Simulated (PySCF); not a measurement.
A geometry optimisation, step by step.

C3H2BBrCl2.
SMILES with atom numbers: `[Cl:1][B:2]([Cl:3])[C:4]1=[C:5]([Br:6])[CH2:7]1` (hydrogens: H8, H9 on C7)

Computed by this run: PBE0-D3(BJ)/def2-SVP geometry optimisation, gas phase in PySCF; density fitting, grid level 1; the optimiser is geomeTRIC in internal coordinates, started from a GFN2-xTB structure with every atom displaced at random (about 0.01 Å). The frame can shift and turn from step to step; on so coarse a grid that alone can change the energy by a few meV, and forces under 0.02 eV/Å are noise.

Step 0: E = -98871.8191 eV, largest atomic force 4.031 eV/Å
```
atom  x, y, z in Å  |  force x, y, z in eV/Å
Cl1     2.375    1.798   -0.056    0.381   1.016   0.009
B2      1.648    0.242   -0.074    0.550   0.133  -0.006
Cl3     2.652   -1.143   -0.166    0.689  -1.013  -0.070
C4      0.185    0.093   -0.010   -3.991   0.532   0.191
C5     -1.064    0.599    0.053    1.901  -0.618  -0.033
Br6    -2.151    2.080    0.153    0.237  -0.286  -0.037
C7     -1.030   -0.876    0.021    0.419   0.716   0.374
H8     -1.310   -1.379   -0.896   -0.182  -0.374  -0.468
H9     -1.246   -1.431    0.942   -0.004  -0.105   0.040
```

Step 1: E = -98871.9405 eV, largest atomic force 0.410 eV/Å
```
atom  x, y, z in Å  |  force x, y, z in eV/Å
Cl1     2.405    1.700   -0.054   -0.056  -0.236  -0.007
B2      1.676    0.097   -0.076    0.025  -0.041  -0.002
Cl3     2.701   -1.327   -0.176   -0.156   0.195   0.013
C4      0.154   -0.003   -0.009    0.369   0.178  -0.001
C5     -0.969    0.666    0.053   -0.312  -0.194   0.036
Br6    -1.828    2.276    0.143    0.056  -0.027  -0.017
C7     -1.150   -0.802    0.028    0.095   0.070  -0.036
H8     -1.498   -1.294   -0.894   -0.030   0.032   0.030
H9     -1.430   -1.332    0.951    0.008   0.022  -0.018
```

Step 2: E = -98871.9488 eV, largest atomic force 0.201 eV/Å
```
atom  x, y, z in Å  |  force x, y, z in eV/Å
Cl1     2.425    1.688   -0.057   -0.024  -0.034   0.001
B2      1.673    0.104   -0.076    0.039  -0.038  -0.003
Cl3     2.683   -1.322   -0.175   -0.048  -0.004  -0.001
C4      0.156    0.009   -0.009    0.023   0.198  -0.026
C5     -0.980    0.662    0.054   -0.022  -0.114   0.053
Br6    -1.840    2.268    0.143   -0.004   0.019  -0.010
C7     -1.142   -0.802    0.027    0.038  -0.007  -0.018
H8     -1.499   -1.289   -0.892    0.008  -0.017  -0.001
H9     -1.414   -1.336    0.950   -0.008  -0.002   0.004
```

Step 3: E = -98871.9528 eV, largest atomic force 0.236 eV/Å
```
atom  x, y, z in Å  |  force x, y, z in eV/Å
Cl1     2.440    1.683   -0.056    0.054   0.039  -0.002
B2      1.672    0.112   -0.079   -0.019  -0.038   0.008
Cl3     2.644   -1.335   -0.182    0.064  -0.059  -0.013
C4      0.159    0.031   -0.009   -0.170   0.163  -0.002
C5     -0.989    0.663    0.058    0.095  -0.020   0.015
Br6    -1.864    2.262    0.147   -0.029   0.022  -0.005
C7     -1.128   -0.800    0.028    0.007  -0.086   0.002
H8     -1.478   -1.294   -0.891   -0.002  -0.005  -0.012
H9     -1.394   -1.338    0.950    0.000  -0.015   0.009
```

Step 4: E = -98871.9556 eV, largest atomic force 0.146 eV/Å
```
atom  x, y, z in Å  |  force x, y, z in eV/Å
Cl1     2.475    1.670   -0.058    0.030   0.092   0.006
B2      1.669    0.119   -0.081   -0.008  -0.030  -0.005
Cl3     2.619   -1.342   -0.195    0.049  -0.095  -0.012
C4      0.155    0.054   -0.007   -0.114   0.091   0.013
C5     -1.002    0.666    0.064    0.077   0.037  -0.003
Br6    -1.903    2.253    0.150   -0.018  -0.003  -0.002
C7     -1.117   -0.799    0.030   -0.024  -0.091   0.010
H8     -1.459   -1.297   -0.889   -0.002   0.006  -0.007
H9     -1.374   -1.342    0.951    0.009  -0.006   0.001
```

Step 5: E = -98871.9569 eV, largest atomic force 0.045 eV/Å
```
atom  x, y, z in Å  |  force x, y, z in eV/Å
Cl1     2.495    1.667   -0.055    0.013   0.025   0.004
B2      1.670    0.124   -0.085   -0.022  -0.018  -0.003
Cl3     2.597   -1.354   -0.210    0.020  -0.012  -0.008
C4      0.154    0.073   -0.005   -0.012   0.014  -0.001
C5     -1.010    0.670    0.068    0.022   0.023   0.009
Br6    -1.936    2.243    0.152   -0.004  -0.007   0.001
C7     -1.107   -0.798    0.033   -0.035  -0.027   0.001
H8     -1.448   -1.296   -0.887    0.011  -0.003  -0.001
H9     -1.353   -1.348    0.954    0.006   0.006  -0.002
```

Step 6: E = -98871.9569 eV, largest atomic force under 0.02 eV/Å
```
atom  x, y, z in Å  |  force x, y, z in eV/Å
Cl1     2.496    1.668   -0.050   -0.002   0.004   0.003
B2      1.670    0.125   -0.087   -0.004  -0.008  -0.001
Cl3     2.599   -1.352   -0.220   -0.003   0.007  -0.006
C4      0.153    0.074   -0.005    0.015  -0.001   0.007
C5     -1.011    0.670    0.070    0.001  -0.005  -0.002
Br6    -1.942    2.241    0.153   -0.002  -0.001   0.001
C7     -1.107   -0.798    0.034   -0.009  -0.004  -0.004
H8     -1.445   -1.299   -0.885   -0.002   0.005   0.000
H9     -1.352   -1.348    0.956    0.006   0.001   0.002
```

Question: Summarise the path.

Answer: The energy falls by 0.1378 eV from step 0 to step 6; nine tenths of that is first reached at step 2. It falls at every step. The largest force goes from 4.031 to under 0.02 eV/Å. Among the bonds B2–C4 changes most, from 1.472 to 1.520 Å; the atoms move by 0.037 Å rms after alignment.

Question: Follow the three bonds and two angles with the largest change from start to end.

Answer: 
```csv
step,E above end (eV),largest force (eV/Å),B2–C4 (Å),C4=C5 (Å),B2–Cl3 (Å),H8–C7–H9 (°),C5–C4–C7 (°)
0,0.1378,4.031,1.472,1.349,1.713,115.1,60.6
1,0.0164,0.410,1.526,1.309,1.758,114.0,62.2
2,0.0081,0.201,1.521,1.311,1.750,113.9,61.9
3,0.0042,0.236,1.517,1.312,1.746,113.8,61.7
4,0.0013,0.146,1.517,1.311,1.746,113.8,61.7
5,0.0001,0.045,1.519,1.310,1.749,113.8,61.8
6,0.0000,under 0.02,1.520,1.310,1.750,113.9,61.8
```

The cost below is that of the whole optimisation. The run took 84 s wall on an Arm Neoverse V1 with one thread, on a shared host, and the process peaked at 0.55 GiB of memory.
